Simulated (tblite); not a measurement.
Species: C6H7FO3S.
SMILES with atom numbers: `[CH2:1]=[CH:2][C:3](=[CH2:4])/[CH:5]=[C:6](/[F:7])[S:8](=[O:9])(=[O:10])[OH:11]` (hydrogens: H12, H13 on C1; H14 on C2; H15, H16 on C4; H17 on C5; H18 on O11)

Structure optimised with GFN2-xTB, isolated species.

Problem. Give the optimised bond lengths and angles.

Solution. 
```csv
bond,length (bohr),order
C1=C2,2.509,double
C2–C3,2.756,single
C3=C4,2.527,double
C3–C5,2.766,single
C5=C6,2.494,double
C6–F7,2.542,single
C6–S8,3.408,single
S8=O9,2.704,double
S8=O10,2.683,double
S8–O11,3.022,single
C1–H12,2.034,single
C1–H13,2.035,single
C2–H14,2.043,single
C4–H15,2.034,single
C4–H16,2.031,single
C5–H17,2.048,single
O11–H18,1.814,single
```

Orders are formal, as drawn. A selection of angles:
```csv
angle,degrees
C1–C2–C3,125.5
C2–C3–C4,121.5
C2–C3–C5,118.3
C4–C3–C5,120.2
C3–C5–C6,122.1
C5–C6–F7,123.3
C5–C6–S8,127.0
F7–C6–S8,109.8
C6–S8–O9,109.0
C6–S8–O11,99.8
O9–S8–O10,120.1
O9–S8–O11,107.9
H18–O11–S8,111.3
```

Dihedral angles: C1–C2–C3–C4 171° (antiperiplanar); C2–C3–C5–C6 139° (anticlinal); C3–C5–C6–F7 176° (antiperiplanar); C5–C6–S8–O9 97° (anticlinal); H18–O11–S8–C6 -89° (synclinal). The mirror-image conformer, all signs reversed, is as good.

Of the pairs four or more bonds apart, S8···H16 is among the closest relative to their van der Waals radii: 2.62 Å, 87 % of the sum of Bondi's values. The 5 C–C bonds span 1.320 Å (C5=C6, drawn double) to 1.464 Å (C3–C5, drawn single), a spread of 0.144 Å. S8 (sulfonyl sulfur) is distorted tetrahedral (angles from 99.8° to 120.1°). The O–S distances run from 1.420 Å (S8=O10, drawn double) to 1.599 Å (S8–O11, drawn single), a spread of 0.179 Å.

Point group: C1 (no symmetry element, even within 0.4 Å). Its GFN2-xTB frequencies are all real (lowest 42 cm⁻¹). The numbers are those of one conformer (C1–C2–C3–C4 171°, C2–C3–C5–C6 139°, C5–C6–S8–O9 97°, C6–S8–O11–H -89°).

All values are computed, not measured.
